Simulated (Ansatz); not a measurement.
A made-up structure of AlSiH3SO, singlet:

```json
{"atom": "O1", "x (Å)": "-1.6994", "y (Å)": "-0.5701", "z (Å)": "-0.4822"}
{"atom": "Al2", "x (Å)": "-0.7538", "y (Å)": "0.8424", "z (Å)": "-0.7901"}
{"atom": "Si3", "x (Å)": "0.9532", "y (Å)": "-0.2256", "z (Å)": "0.5573"}
{"atom": "S4", "x (Å)": "-0.7412", "y (Å)": "-1.5775", "z (Å)": "0.4895"}
{"atom": "H5", "x (Å)": "-1.2408", "y (Å)": "2.0675", "z (Å)": "-1.6584"}
{"atom": "H6", "x (Å)": "2.1945", "y (Å)": "-0.7873", "z (Å)": "-0.0440"}
{"atom": "H7", "x (Å)": "-0.4772", "y (Å)": "2.2945", "z (Å)": "-1.1443"}
```

It is relaxed with PBE-D4/def2-SVP and then PBE0-D4/def2-TZVP (Ansatz 0.2.0). Atoms count as bonded within 1.22 times the sum of their covalent radii (H–H: 0.88 Å). The end point is not checked to be a true minimum.

**Question.** Does its bonding change? (Judge from chemistry; the calculation decides.)

**Answer.** The calculation gives: Yes. Formed: H5–H7; broken: Al2–Si3, Al2–S4, Al2–H5, Al2–H7.

Where it ends: The first stage lowers the energy by 2.99 eV in 33 steps. It ends as a complex of AlSiHSO ([Al][O][S][SiH]) + H₂:
O1  (-1.260, -0.667, -0.784)
Al2  (-2.450, -0.511, -1.999)
Si3  (1.675, -0.409, -0.195)
S4  (-0.246, -0.771, 0.482)
H5  (-0.834, 2.831, -1.110)
H6  (1.972, -0.637, 1.289)
H7  (-0.620, 2.209, -0.756)
(Å)

Labels in which every atom is bracketed show which atoms are joined, not bond orders.

For scale, one of the runs: PBE0-D4/def2-TZVP relaxation, 160 basis functions, launched by `ansatz run in.yaml --threads 2 --pin off --events-out ev --progress --plain --max-ram 4352MiB`. Hardware: 2 CPU threads of an Arm Neoverse V2, shared host. Wall time about 3.4 min.
